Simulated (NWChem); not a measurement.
Program: NWChem. System: H$_{3}$BO$_{2}$, charge 0, spin multiplicity 1, at a geometry optimised with PBE0/def2-SVP. The structure started from a generated list of species. Level: B3LYP/6-311++G** (spherical d), VWN1-RPA local correlation.

The NWChem input:

```
start mol
memory heap 200 mb stack 900 mb global 1100 mb
geometry units angstroms nocenter noautoz
  B      0.280606     0.389068     0.000000
  H      1.027818     1.341319     0.000000
  O     -1.049600     0.628286     0.000000
  H     -1.558590    -0.191477     0.000000
  O      0.729524    -0.895648     0.000000
  H      1.688352    -0.956287     0.000000
  symmetry group Cs
end
basis spherical
  * library 6-311++g**
end
dft
  xc b3lyp
  semidirect memsize 60000000 filesize 0
  iterations 100
end
task dft energy
```

NWChem printed:

```
             Northwest Computational Chemistry Package (NWChem) 7.3.0
             --------------------------------------------------------

                                NWChem Input Module
                                -------------------

 Scaling coordinates for geometry "geometry" by  1.889725989
 (inverse scale =  0.529177249)

 Turning off AUTOSYM since
 SYMMETRY directive was detected!

                             Geometry "geometry" -> ""
                             -------------------------

 Output coordinates in angstroms (scale by  1.889725989 to convert to a.u.)

  No.       Tag          Charge          X              Y              Z
 ---- ---------------- ---------- -------------- -------------- --------------
    1 B                    5.0000     0.28060600     0.38906800     0.00000000
    2 H                    1.0000     1.02781800     1.34131900     0.00000000
    3 O                    8.0000    -1.04960000     0.62828600     0.00000000
    4 H                    1.0000    -1.55859000    -0.19147700     0.00000000
    5 O                    8.0000     0.72952400    -0.89564800     0.00000000
    6 H                    1.0000     1.68835200    -0.95628700     0.00000000

 Effective nuclear repulsion energy (a.u.)      66.8487785637

            Nuclear Dipole moment (a.u.)
            ----------------------------
        X                 Y               Z
 ---------------- ---------------- ----------------
     0.0000037795    -0.0000018897     0.0000000000

      Symmetry information
      --------------------

 Group name             Cs
 Group number              2
 Group order               2
 No. of unique centers     6

      Symmetry unique atoms

     1    2    3    4    5    6


 Summary of "ao basis" -> "" (spherical)
 ------------------------------------------------------------------------------
       Tag                 Description            Shells   Functions and Types
 ---------------- ------------------------------  ------  ---------------------
 *                         6-311++g**                 on all atoms

                                 NWChem DFT Module
                                 -----------------

 Summary of "ao basis" -> "ao basis" (spherical)
 ------------------------------------------------------------------------------
       Tag                 Description            Shells   Functions and Types
 ---------------- ------------------------------  ------  ---------------------
 B                         6-311++g**               10       22   5s4p1d
 H                         6-311++g**                5        7   4s1p
 O                         6-311++g**               10       22   5s4p1d

 Summary of "ao basis" -> "ao basis" (spherical)
 ------------------------------------------------------------------------------
       Tag                 Description            Shells   Functions and Types
 ---------------- ------------------------------  ------  ---------------------
 B                         6-311++g**               10       22   5s4p1d
 H                         6-311++g**                5        7   4s1p
 O                         6-311++g**               10       22   5s4p1d

      Symmetry analysis of basis
      --------------------------

        a'         66
        a"         21

            General Information
            -------------------
          SCF calculation type: DFT
          Wavefunction type:  closed shell.
          No. of atoms     :     6
          No. of electrons :    24
           Alpha electrons :    12
            Beta electrons :    12
          Charge           :     0
          Spin multiplicity:     1
          Use of symmetry is: on ; symmetry adaption is: on
          Maximum number of iterations: 100
          AO basis - number of functions:    87
                     number of shells:    45
          Convergence on energy requested:  1.00D-06
          Convergence on density requested:  1.00D-05
          Convergence on gradient requested:  5.00D-04

              XC Information
              --------------
                         B3LYP Method XC Potential
                     Hartree-Fock (Exact) Exchange  0.200
                        Slater Exchange Functional  0.800 local
                    Becke 1988 Exchange Functional  0.720 non-local
              Lee-Yang-Parr Correlation Functional  0.810
                  VWN I RPA Correlation Functional  0.190 local

             Grid Information
             ----------------
          Grid used for XC integration:  medium
          Radial quadrature: Mura-Knowles
          Angular quadrature: Lebedev.
          Tag              B.-S. Rad. Rad. Pts. Rad. Cut. Ang. Pts.
          ---              ---------- --------- --------- ---------
          B                   0.85       49          12.0       434
          H                   0.35       45          13.0       434
          O                   0.60       49          12.0       434
          Grid pruning is: on
          Number of quadrature shells:   282
          Spatial weights used:  Erf1

          Convergence Information
          -----------------------
          Convergence aids based upon iterative change in
          total energy or number of iterations.
          Levelshifting, if invoked, occurs when the
          HOMO/LUMO gap drops below (HL_TOL):  1.00D-02
          DIIS, if invoked, will attempt to extrapolate
          using up to (NFOCK): 10 stored Fock matrices.

                    Damping( 0%)  Levelshifting(0.5)       DIIS
                  --------------- ------------------- ---------------
          dE  on:    start            ASAP                start
          dE off:    2 iters        100 iters           100 iters

      Screening Tolerance Information
      -------------------------------
          Density screening/tol_rho:  1.00D-10
          AO Gaussian exp screening on grid/accAOfunc:  14
          CD Gaussian exp screening on grid/accCDfunc:  20
          XC Gaussian exp screening on grid/accXCfunc:  20
          Schwarz screening/accCoul:  1.00D-08

      Superposition of Atomic Density Guess
      -------------------------------------

 Sum of atomic energies:        -175.58844218

      Non-variational initial energy
      ------------------------------

 Total energy =    -176.696282
 1-e energy   =    -371.780328
 2-e energy   =     128.235267
 HOMO         =      -0.545442
 LUMO         =      -0.497548

      Symmetry analysis of molecular orbitals - initial
      -------------------------------------------------

  Numbering of irreducible representations:

     1 a'          2 a"

  Orbital symmetries:

     1 a'          2 a'          3 a'          4 a'          5 a'
     6 a'          7 a'          8 a'          9 a'         10 a"
    11 a'         12 a'         13 a"         14 a'         15 a'
    16 a"         17 a'         18 a'         19 a'         20 a"
    21 a'         22 a'

------------------------------------------------------------
EAF file 0: "./mol.aoints.0" size=524288 bytes
------------------------------------------------------------
               write      read    awrite     aread      wait
               -----      ----    ------     -----      ----
     calls:        1         0         0         0         0
   data(b): 5.24e+05  0.00e+00  0.00e+00  0.00e+00
   time(s): 0.00e+00  0.00e+00  0.00e+00  0.00e+00  0.00e+00
rate(mb/s): 0.00e+00  0.00e+00
------------------------------------------------------------

 Grid integrated density:      24.000076360150
 Requested integration accuracy:   0.10E-05

   convergence    iter        energy       DeltaE   RMS-Dens  Diis-err    time
 ---------------- ----- ----------------- --------- --------- ---------  ------
 d= 0,ls=0.0,diis     1   -173.3386040035 -2.40D+02  3.15D+01  5.57D+00     1.1
 d= 0,ls=0.0,diis     2   -176.0609922494 -2.72D+00  1.16D-02  1.34D+01     1.3
 d= 0,ls=0.0,diis     3   -177.1208601058 -1.06D+00  7.46D-03  1.05D+00     1.5
 d= 0,ls=0.0,diis     4   -177.2522975423 -1.31D-01  2.87D-03  1.88D-01     1.7
 d= 0,ls=0.0,diis     5   -177.2680187275 -1.57D-02  1.04D-03  2.59D-02     1.9
  Resetting Diis
 d= 0,ls=0.0,diis     6   -177.2698483013 -1.83D-03  4.03D-04  6.10D-03     2.1
 d= 0,ls=0.0,diis     7   -177.2703767805 -5.28D-04  4.64D-05  1.11D-05     2.3
 d= 0,ls=0.0,diis     8   -177.2703769403 -1.60D-07  2.06D-05  9.12D-06     2.5
 d= 0,ls=0.0,diis     9   -177.2703777088 -7.68D-07  5.48D-06  1.11D-06     2.7

         Total DFT energy =     -177.270377708831
      One electron energy =     -374.728558008230
           Coulomb energy =      153.060726231194
    Exchange-Corr. energy =      -22.451324495457
 Nuclear repulsion energy =       66.848778563663

 Numeric. integr. density =       23.999998194163

     Total iterative time =      2.4s

                  Occupations of the irreducible representations
                  ----------------------------------------------

                     irrep           alpha         beta
                     --------     --------     --------
                     a'               10.0         10.0
                     a"                2.0          2.0

                       DFT Final Molecular Orbital Analysis
                       ------------------------------------

 Vector   10  Occ=2.000000D+00  E=-3.862970D-01  Symmetry=a'
              MO Center= -8.4D-01,  4.9D-01,  1.4D-16, r^2= 1.4D+00
   Bfn.  Coefficient  Atom+Function         Bfn.  Coefficient  Atom+Function
  ----- ------------  ---------------      ----- ------------  ---------------
    37      0.320437  3 O  py                39      0.245656  3 O  s
    41      0.245562  3 O  py                33      0.221822  3 O  py
    36     -0.203848  3 O  px                40     -0.159848  3 O  px
    35      0.152055  3 O  s                 32     -0.142017  3 O  px
    68      0.137019  5 O  s                 65     -0.134196  5 O  px

 Vector   11  Occ=2.000000D+00  E=-3.474436D-01  Symmetry=a'
              MO Center=  6.2D-01,  3.1D-01, -1.1D-14, r^2= 2.1D+00
   Bfn.  Coefficient  Atom+Function         Bfn.  Coefficient  Atom+Function
  ----- ------------  ---------------      ----- ------------  ---------------
    66     -0.246833  5 O  py                24      0.238967  2 H  s
    70     -0.197245  5 O  py                25      0.182444  2 H  s
    10      0.175242  1 B  s                 62     -0.170285  5 O  py
     8      0.166819  1 B  py                23      0.157892  2 H  s
    39     -0.137464  3 O  s                  4      0.132348  1 B  py

 Vector   12  Occ=2.000000D+00  E=-3.387286D-01  Symmetry=a"
              MO Center= -2.4D-01, -4.3D-02,  9.5D-15, r^2= 2.0D+00
   Bfn.  Coefficient  Atom+Function         Bfn.  Coefficient  Atom+Function
  ----- ------------  ---------------      ----- ------------  ---------------
    38      0.328682  3 O  pz                42      0.294377  3 O  pz
    67     -0.295122  5 O  pz                71     -0.273036  5 O  pz
    34      0.224538  3 O  pz                63     -0.202364  5 O  pz
    46      0.079341  3 O  pz                75     -0.063429  5 O  pz
    21      0.045419  1 B  d  1              19      0.029519  1 B  d -1

 Vector   13  Occ=0.000000D+00  E=-1.365668D-02  Symmetry=a'
              MO Center=  1.5D+00, -9.6D-01, -7.8D-14, r^2= 8.3D+00
   Bfn.  Coefficient  Atom+Function         Bfn.  Coefficient  Atom+Function
  ----- ------------  ---------------      ----- ------------  ---------------
    84     -0.980297  6 H  s                 72      0.949708  5 O  s
    55     -0.610440  4 H  s                 83     -0.542883  6 H  s
    26      0.308245  2 H  s                 43      0.305719  3 O  s
    10     -0.265709  1 B  s                 68      0.266543  5 O  s
    15     -0.218848  1 B  px                12      0.215377  1 B  py

 Vector   14  Occ=0.000000D+00  E= 4.355087D-03  Symmetry=a'
              MO Center= -9.6D-01, -4.4D-01,  2.9D-14, r^2= 1.0D+01
   Bfn.  Coefficient  Atom+Function         Bfn.  Coefficient  Atom+Function
  ----- ------------  ---------------      ----- ------------  ---------------
    43      1.061560  3 O  s                 55     -0.879502  4 H  s
    54     -0.639343  4 H  s                 84      0.615610  6 H  s
    83      0.485845  6 H  s                 15      0.376727  1 B  px
    72     -0.374836  5 O  s                 73     -0.376554  5 O  px
    10     -0.366534  1 B  s                 39      0.252069  3 O  s

 Vector   15  Occ=0.000000D+00  E= 1.264654D-02  Symmetry=a"
              MO Center=  4.6D-01,  5.6D-01,  9.0D-14, r^2= 6.2D+00
   Bfn.  Coefficient  Atom+Function         Bfn.  Coefficient  Atom+Function
  ----- ------------  ---------------      ----- ------------  ---------------
    17      0.739200  1 B  pz                13      0.597629  1 B  pz
    46     -0.325946  3 O  pz                75     -0.279498  5 O  pz
     9      0.246158  1 B  pz                71     -0.173322  5 O  pz
     5      0.159129  1 B  pz                42     -0.158726  3 O  pz
    67     -0.156448  5 O  pz                38     -0.154453  3 O  pz

 center of mass
 --------------
 x =  -0.03546301 y =   0.00829464 z =   0.00000000

 moments of inertia (a.u.)
 ------------------
          84.213579048633          70.457500158703           0.000000000000
          70.457500158703         119.166123727869           0.000000000000
           0.000000000000           0.000000000000         203.379702776502

     Multipole analysis of the density
     ---------------------------------

     L   x y z        total         alpha         beta         nuclear
     -   - - -        -----         -----         ----         -------
     0   0 0 0     -0.000000    -12.000000    -12.000000     24.000000

     1   1 0 0      0.453028      0.226512      0.226512      0.000004
     1   0 1 0     -0.461425     -0.230711     -0.230711     -0.000002
     1   0 0 1      0.000000      0.000000      0.000000      0.000000

     2   2 0 0     -9.931288    -40.320551    -40.320551     70.709813
     2   1 1 0      0.795845     18.064646     18.064646    -35.333448
     2   1 0 1      0.000000      0.000000      0.000000      0.000000
     2   0 2 0    -15.637221    -31.177984    -31.177984     46.718747
     2   0 1 1     -0.000000     -0.000000     -0.000000      0.000000
     2   0 0 2    -13.682168     -6.841084     -6.841084      0.000000

 Task  times  cpu:        2.7s     wall:        2.7s

 Total times  cpu:        2.7s     wall:        2.7s
```
